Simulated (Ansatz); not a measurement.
`O[Si](F)(Cl)Br` and `O[Si](F)(Cl)CS` differ in one atom or group.

Ansatz, PBE0-D4/def2-TZVP geometries, multiplicity 1. Each molecule was computed in one conformer, which needn't be the lowest.

Scalar relativity is left out up to krypton.

```json
{"property": "LUMO energy (PBE/def2-TZVPP) / eV", "`O[Si](F)(Cl)Br`": "-1.09"}
{"property": "size of the dipole moment (ωB97M-V/def2-TZVPP) / D", "`O[Si](F)(Cl)Br`": "1.71"}
{"property": "LUMO energy (B3LYP/def2-TZVPP) / eV", "`O[Si](F)(Cl)Br`": "-0.42"}
{"property": "HOMO energy (ωB97M-V/def2-TZVPP) / eV", "`O[Si](F)(Cl)Br`": "-11.22"}
{"property": "HOMO energy (PBE0/def2-TZVPP) / eV", "`O[Si](F)(Cl)Br`": "-9.01"}
{"property": "size of the dipole moment (B3LYP/def2-TZVPP) / D", "`O[Si](F)(Cl)Br`": "1.68"}
```

(1) What does the change do to each property? (An estimate is asked.)

## Answers

(1) Computed: 
```csv
property,`O[Si](F)(Cl)CS`,shift
LUMO energy (PBE/def2-TZVPP) / eV,-0.83,0.26
size of the dipole moment (ωB97M-V/def2-TZVPP) / D,1.19,-0.52
LUMO energy (B3LYP/def2-TZVPP) / eV,-0.20,0.22
HOMO energy (ωB97M-V/def2-TZVPP) / eV,-9.24,1.98
HOMO energy (PBE0/def2-TZVPP) / eV,-7.02,1.99
size of the dipole moment (B3LYP/def2-TZVPP) / D,1.18,-0.50
```

With PBE0 the HOMO rises by 1.99 eV and the LUMO rises by 0.21 eV, so the gap narrows by about 1.78 eV. PBE moves the HOMO by 1.90 eV and ωB97M-V by 1.98 eV. Dipoles are sizes alone; their direction can turn.

B3LYP here is the variant with VWN-RPA as its local correlation; programs differ in this.

Spin–orbit coupling is left out; it splits and shifts lone-pair levels of the heavy atoms by tenths of an eV.
